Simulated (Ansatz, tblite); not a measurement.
Isomers of PdCl2 (singlet), found by a short tight-binding search and relaxed with r2SCAN-D4/def2-TZVP in Ansatz.

In the def2 sets Pd takes a core potential; there is no spin–orbit coupling. The xTB rows come from tblite. HSE06 is defined as in plane-wave codes, on full-range PBE exchange.

Run but left out: HF/def2-TZVPP, MP2/def2-TZVPP, CCSD/def2-TZVPP, CCSD(T)/def2-TZVPP (A: restricted singlet, unstable towards broken spin symmetry).

A: The restricted singlet is unstable towards broken spin symmetry in Hartree–Fock (as tested in another run); at PBE-D4/def2-TZVP, revPBE-D4/def2-TZVP, r2SCAN-D4/def2-TZVP, PBE0-D4/def2-TZVP and others this wasn't settled.

Other spin states were run for one of them alone.

For B, a triplet lies 0.15 eV below this singlet at PBE0-D4/def2-TZVP. The order below holds within this spin alone and isn't that of the ground states.

A:

Cartesian coordinates in Å:
```
Pd -1.622 -1.075 -0.644
Cl 1.271 1.236 1.036
Cl 0.351 -0.161 -0.392
```

B:

```csv
atom,x (Å),y (Å),z (Å)
Pd1,0.400,-0.213,-0.805
Cl2,-0.942,1.415,-0.313
Cl3,0.542,-1.202,1.118
```

Q: Estimate which lies lowest at each level, and how far above it the others are (kcal/mol).

A: 
```csv
level,A,B
GFN1-xTB,30.6,0.0
GFN2-xTB,60.2,0.0
PBE-D4/def2-TZVP,35.2,0.0
revPBE-D4/def2-TZVP,33.7,0.0
r2SCAN-D4/def2-TZVP,41.6,0.0
PBE0-D4/def2-TZVP,38.2,0.0
HSE06-D4/def2-TZVP,37.8,0.0
```
Point groups (tolerance 0.1 Å): A Cs, B C2v. Lower isomers may exist.
